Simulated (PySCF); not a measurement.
**Frontier orbitals and the lowest excitations**

Compound: C4H6FNSi.
Structure used (GFN2-xTB), in Å, numbered top down from 1:
```xyz
13
C4H6FNSi angstrom
C      3.5375    0.7778   -0.1750
C      2.4157    0.3972    0.0290
C      1.1027   -0.0538    0.2675
C      0.0185    0.7139    0.1258
Si    -1.7286    0.1363    0.4626
N     -1.9144   -1.4501   -0.1590
F     -2.6999    1.2230   -0.2564
H      4.5169    1.1104   -0.3510
H      1.0138   -1.0876    0.5776
H      0.1629    1.7431   -0.1806
H     -2.1726    0.1339    1.8466
H     -2.7994   -1.9206   -0.0699
H     -1.4575   -1.7231   -1.0134
```

Method: PySCF 2.14.0, density-fitted response routines, TDDFT wB97X-D/def2-SVPD, vertical, gas phase, core orbitals frozen in the response.

Frontier orbitals with the atoms that hold most of them (Löwdin shares over 4%, at most four atoms; ? is withheld):

```csv
orbital,ε (eV),atoms
HOMO-3,-11.36,"C4 26%, Si5 21%, H11 14%, F7 11%"
HOMO-2,-10.19,"C1 31%, C2 29%, N6 18%, C3 5%"
HOMO-1,-10.12,"N6 52%, C1 12%, C2 11%, Si5 6%"
HOMO,-9.24,?
LUMO,?,?
LUMO+1,2.11,"Si5 23%, C3 11%, C2 10%, C1 10%"
LUMO+2,2.59,"C1 21%, Si5 19%, C2 9%, H12 8%"
```

Problem. Which atoms hold the LUMO, and with what shares?

Solution. C4 (bonded to C, Si and H) 27%; C3 (bonded to 2 C and H) 24%; C1 (bonded to C and H) 15%; C2 (bonded to 2 C) 12%.

Problem. Which atoms hold the HOMO, and with what shares?

Solution. C1 (bonded to C and H) 26%; C4 (bonded to C, Si and H) 24%; C2 (bonded to 2 C) 22%; C3 (bonded to 2 C and H) 17%.

Problem. What is the LUMO energy, and the HOMO–LUMO gap?

Solution. ε(LUMO) = 0.13 eV; the gap is 9.37 eV (0.3443 hartree).

Problem. The HOMO–LUMO gap is 9.37 eV. Where does the response calculation put the lowest singlet, and from which orbitals?

Solution. S1 is at 5.20 eV (f = 0.0002), 4.17 eV below the gap, made of HOMO-2→LUMO (68%), HOMO-1→LUMO (27%). Its leading pair isn't HOMO and LUMO; the energies of that pair differ by 10.32 eV. 

Next come S2 at 5.45 eV (f 0.402), HOMO→LUMO (89%); S3 at 6.32 eV (f 0.0071), HOMO-1→LUMO (63%), HOMO-2→LUMO (26%); S4 at 6.51 eV (f 0.0010), HOMO→LUMO+3 (39%), HOMO→LUMO+1 (24%), HOMO→LUMO+2 (14%); S5 at 6.63 eV (f 0.0075), HOMO-3→LUMO (80%).

On an Arm Neoverse V2 with one thread, no GPU, shared host with 192 logical CPUs at a one-minute load of 55, this took 25 s of wall time and 0.83 GiB of memory at its peak.

One conformer stands for the species.
